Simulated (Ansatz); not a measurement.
Reaction (cleavage of the Sn–Ga bond): `[F][Ga]([Br])[SnH3]` + `OCO` → `OC[O][SnH3]` + `[F][GaH][Br]`

Gas-phase electronic energies from Ansatz, PBE0-D4/def2-TZVP geometries. CCSD(T)/CBS is the MP2 limit (def2-TZVPP, def2-QZVPP) plus CCSD(T) − MP2 in def2-TZVPP, frozen cores. This one scheme is used for every species. DFT in def2-TZVPP. Elements past krypton have def2 core potentials. For Br, Ga, Sn outer-core shells are correlated without core-valence functions, which leaves a few kJ/mol of doubt a bond. Scalar relativity is left out up to krypton. Each species was taken in one conformer, which may not be the lowest.

| level | ΔE (kJ/mol) |
| --- | --- |
| r2SCAN | 61.6 |
| HF/def2-QZVPP | 49.7 |
| MP2/CBS(def2) | 61.3 |
| CCSD/CBS(def2) | 61.9 |

(1) What does CCSD(T)/CBS give? (Estimate.)

Largest T1 diagnostic among the species: 0.013.

Answers

(1) The calculation gave: +61.2 kJ/mol. The listed levels differ from it by 0.4, -11.5, 0.1, 0.7 kJ/mol.

In def2-TZVPP, CCSD(T) changes the Hartree–Fock value by +7.3 kJ/mol (the triples alone add −0.7 kJ/mol) and MP2 by +7.4 kJ/mol.

CCSD(T)/CBS has its own doubt, a few kJ/mol and more with outer-core shells, so smaller differences from it don't rank the levels.
